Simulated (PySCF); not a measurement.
Delta-SCF ions had no search for a lower state. Excitations are Tamm–Dancoff values on a coarser integration grid. The basis has no diffuse functions, so Rydberg states are missing or too high.

Cartesian coordinates (Å):
```xyz
10

O     -0.2569    -1.4712    -0.3110
Si    -1.4191    -0.2643    -0.2574
Si     0.2324     1.3308     0.2818
Si     1.2352    -0.7895     0.0340
H     -2.1000    -0.1360    -1.5725
H     -2.4439    -0.5720     0.7745
H      0.2016     1.9300     1.6416
H      0.5494     2.3711    -0.7312
H      2.1728    -0.9814    -1.1034
H      1.8287    -1.4174     1.2436
```
Charge 0, spin multiplicity 1.

Task: Predict the brightest of the four lowest singlets (TDA), LUMO, S1 excitation (TDA), S1–T1 gap (TDA), vertical ionisation energy (Delta-SCF), total energy, T1 excitation (TDA) and HOMO–LUMO gap from PySCF with r2SCAN-D4/def2-TZVP.

Result: 
```json
{
 "brightest of the four lowest singlets (TDA)": "5.51 eV",
 "LUMO": "-1.39 eV",
 "S1 excitation (TDA)": "5.51 eV",
 "S1–T1 gap (TDA)": "0.98 eV",
 "vertical ionisation energy (Delta-SCF)": "9.20 eV",
 "total_energy": "-947.3126 Ha",
 "T1 excitation (TDA)": "4.53 eV",
 "HOMO–LUMO gap": "5.19 eV"
}
```
